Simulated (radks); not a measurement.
Results of a calculation; reference values are marked as such.
Spherical quantum dot in the effective-mass picture: electrons in a hard-walled sphere of radius 5.25, with a point charge +2 (a donor) at the centre, all in effective atomic units (hartree* = m*/eps^2 hartree, bohr* = eps/m* bohr), one dielectric constant everywhere. Level of theory: non-relativistic Kohn-Sham, LDA (Slater exchange, Perdew-Wang correlation), spin-polarised, spherical densities (a radial shooting solver with Libxc functionals). Levels are named by radial order and angular momentum (1s, 1p, 1d, 2s, ...), and open shells are averaged over m. Results are scaled to m* = 0.101 and eps = 15.8, for which hartree* = 11.01 meV and bohr* = 8.278 nm.

N = 30, configuration 1s2 1p6 1d10 2s2 1f(up 7, down 3). This is the lowest configuration that the search found. Occupied and some empty levels:

level,occupation,eigenvalue (meV),<r> (nm)
1s up,1,73.305,24.03
1s down,1,73.492,21.98
1p up,3,74.577,31.85
1p down,3,74.879,31.78
2s up,1,75.011,15.81
2s down,1,75.130,17.77
1d up,5,76.197,32.55
1d down,5,76.508,32.51
1f up,7,78.471,33.14
1f down,3,78.789,33.12
1g up,0,81.357,33.67
1g down,0,81.679,33.66
2p up,0,84.580,21.39
2p down,0,84.698,21.33
2d up,0,88.967,24.54
2d down,0,89.127,24.48

Energy (meV): total 1125.70, kinetic 273.76, external -234.77, Hartree 1205.1, exchange-correlation -118.35.

Electron density:

r (nm),n(r) (e/nm^3)
3.44,0.001268
6.68,0.0003260
9.92,0.00009605
13.2,0.00003577
16.4,0.00002451
19.6,0.00003354
22.9,0.00005751
26.1,0.00009480
29.4,0.0001373
32.6,0.0001619
35.9,0.0001377
39.1,0.00006447
42.3,4.802e-06
